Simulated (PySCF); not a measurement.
H$_{2}$F$_{3}$NSi (SMILES N[Si](F)(F)F), singlet, at a GFN2-xTB geometry; CASCI(6,4)+NEVPT2/6-31G (PySCF).

Here is a job for PySCF.
```python
from pyscf import gto, scf, mcscf, mrpt
import numpy

mol = gto.M(
    atom='''
N     1.667666   -0.283865   -0.127330
Si    0.007504   -0.002494    0.005089
F    -0.794201   -0.986292   -0.937160
F    -0.332927    1.485326   -0.405909
F    -0.669203   -0.182628    1.430723
H     2.044462   -1.214791   -0.156781
H     2.343796    0.389115    0.187964
''',
    basis='6-31g',
    charge=0,
    spin=0,
    verbose=4,
)

mf = scf.RHF(mol)
mf.kernel()
mc = mcscf.CASCI(mf, 4, 6)
mc.fix_spin_(ss=0.0)
mc.kernel()
occ = numpy.linalg.eigvalsh(mc.fcisolver.make_rdm1(mc.ci, mc.ncas, mc.nelecas))[::-1]
ss = mc.fcisolver.spin_square(mc.ci, mc.ncas, mc.nelecas)[0]
print('natural occupations', occ.round(4), ' <S^2>', round(ss, 4))
e2 = mrpt.NEVPT(mc).kernel()
print('E(NEVPT2) = %.10f' % (mc.e_tot + e2))
```

### Question
What does PySCF print? Leave out banner, timings and long lists.

### Answer

```
PySCF version 2.14.0

[INPUT] verbose = 4
[INPUT] num. atoms = 7
[INPUT] num. electrons = 50
[INPUT] charge = 0
[INPUT] spin (= nelec alpha-beta = 2S) = 0
[INPUT] symmetry False subgroup None
[INPUT] Mole.unit = angstrom
[INPUT] Symbol           X                Y                Z      unit          X                Y                Z       unit  Magmom
[...]
nuclear repulsion = 267.335140688323
number of shells = 31
number of NR pGTOs = 142
number of NR cGTOs = 53
basis = 6-31g
ecp = {}

******** <class 'pyscf.scf.hf.RHF'> ********
method = RHF
initial guess = minao
damping factor = 0
level_shift factor = 0
DIIS = <class 'pyscf.scf.diis.CDIIS'>
diis_start_cycle = 1
diis_space = 8
diis_damp = 0
SCF conv_tol = 1e-09
SCF conv_tol_grad = None
SCF max_cycles = 50
direct_scf = True
direct_scf_tol = 1e-13
Set gradient conv threshold to 3.16228e-05
Initial guess from minao.
init E= -643.412074233551
[...]
cycle= 1 E= -642.806776668716  delta_E= 0.605  |g|= 0.675  |ddm|= 2.38
[...]
cycle= 2 E= -642.876805624061  delta_E= -0.07  |g|= 0.382  |ddm|= 0.855
[...]
cycle= 3 E= -642.898742345019  delta_E= -0.0219  |g|= 0.0317  |ddm|= 0.223
[...]
cycle= 4 E= -642.899137095956  delta_E= -0.000395  |g|= 0.00848  |ddm|= 0.0497
[...]
cycle= 5 E= -642.899161590977  delta_E= -2.45e-05  |g|= 0.0034  |ddm|= 0.0112
[...]
cycle= 6 E= -642.899165784672  delta_E= -4.19e-06  |g|= 0.000683  |ddm|= 0.00449
[...]
cycle= 7 E= -642.899166077444  delta_E= -2.93e-07  |g|= 9.65e-05  |ddm|= 0.00165
[...]
cycle= 8 E= -642.899166083293  delta_E= -5.85e-09  |g|= 3.84e-05  |ddm|= 0.000257
[...]
cycle= 9 E= -642.899166083693  delta_E= -4e-10  |g|= 1.02e-05  |ddm|= 4.62e-05
[...]
Extra cycle  E= -642.899166083748  delta_E= -5.5e-11  |g|= 5.12e-06  |ddm|= 1.81e-05
converged SCF energy = -642.899166083748

******** <class 'pyscf.mcscf.casci.CASCI'> ********
CAS (3e+3e, 4o), ncore = 22, nvir = 27
natorb = False
canonicalization = True
sorting_mo_energy = False
******** <class 'pyscf.fci.addons.SpinPenaltyFCISolver'> ********
max. cycles = 200
conv_tol = 1e-08
davidson only = True
linear dependence = 1e-12
level shift = 0.001
max iter space = 12
nroots = 1
pspace_size = 400
spin = None
Density matrix diagonal elements [1.99999276e+00 1.99975725e+00 1.99958312e+00 6.66868137e-04]
CASCI converged
CASCI E = -642.899508699252  E(CI) = -8.40184780202958  S^2 = 0.0000000
natural occupations [2.0000e+00 1.9998e+00 1.9995e+00 7.0000e-04]  <S^2> 0.0

******** <class 'pyscf.mrpt.nevpt2.NEVPT'> ********
[...]
1 Si 4py         0.01206  -0.01294   0.00798   0.02686
1 Si 4pz         0.00259   0.00029   0.00445  -0.05088
2 F 1s          -0.00008  -0.00017   0.00009   0.00016
2 F 2s          -0.00748  -0.00801   0.02222   0.06979
2 F 3s           0.00293   0.01234   0.00557   0.00268
2 F 2px         -0.10100   0.40187  -0.15386   0.07378
2 F 2py         -0.22108   0.02396   0.04680   0.04785
2 F 2pz          0.46413   0.01256  -0.05156   0.07493
2 F 3px          0.00028   0.02136  -0.01020   0.01066
2 F 3py         -0.00184   0.00595   0.01068   0.02391
2 F 3pz          0.00875   0.00072  -0.00543   0.02477
3 F 1s           0.00008  -0.00017   0.00009   0.00016
3 F 2s           0.00748  -0.00801   0.02222   0.06979
3 F 3s          -0.00293   0.01234   0.00557   0.00268
3 F 2px          0.05260   0.36677  -0.15627   0.04694
3 F 2py         -0.03825  -0.16411   0.03384  -0.09595
3 F 2pz         -0.51987  -0.02786  -0.05435   0.04402
3 F 3px         -0.00025   0.01787  -0.01282  -0.00012
3 F 3py          0.00201  -0.01272  -0.00340  -0.03386
3 F 3pz         -0.00871  -0.00329  -0.00846   0.01235
4 F 1s           0.00000  -0.00011   0.00010   0.00021
4 F 2s           0.00000  -0.02928  -0.02301   0.10175
4 F 3s          -0.00000  -0.00696  -0.02584   0.02488
4 F 2px          0.12038   0.19770  -0.27830   0.08834
4 F 2py          0.64503  -0.03172   0.03250   0.00691
4 F 2pz          0.13865  -0.02406   0.09043  -0.10885
4 F 3px          0.00188   0.01422  -0.01852   0.01530
4 F 3py          0.01010  -0.00358   0.00038   0.00769
4 F 3pz          0.00217   0.00429   0.01430  -0.04904
5 H 1s           0.00976   0.16840  -0.07664  -0.30967
5 H 2s          -0.00073  -0.02170   0.00753  -0.20504
6 H 1s          -0.00976   0.16840  -0.07664  -0.30967
6 H 2s           0.00073  -0.02170   0.00753  -0.20504
<CAS-nat-orb|mo-hf>  23     23       1.00000000
<CAS-nat-orb|mo-hf>  24     24       0.88123579
<CAS-nat-orb|mo-hf>  24     25       0.47267681
<CAS-nat-orb|mo-hf>  25     24      -0.47267694
<CAS-nat-orb|mo-hf>  25     25       0.88123558
<CAS-nat-orb|mo-hf>  26     26       0.99999975
Sr    (-1)',   E = -0.00154870037814
Si    (+1)',   E = -0.00018216579451
Sijrs (0)  ,   E = -0.32505815153528
Sijr  (+1) ,   E = -0.01843335186196
Srsi  (-1) ,   E = -0.14594590098706
Srs   (-2) ,   E = -0.02804464618849
Sij   (+2) ,   E = -0.00058240894967
Sir   (0)' ,   E = -0.01094971933279
Nevpt2 Energy = -0.530745045027905
E(NEVPT2) = -643.4302537443
```
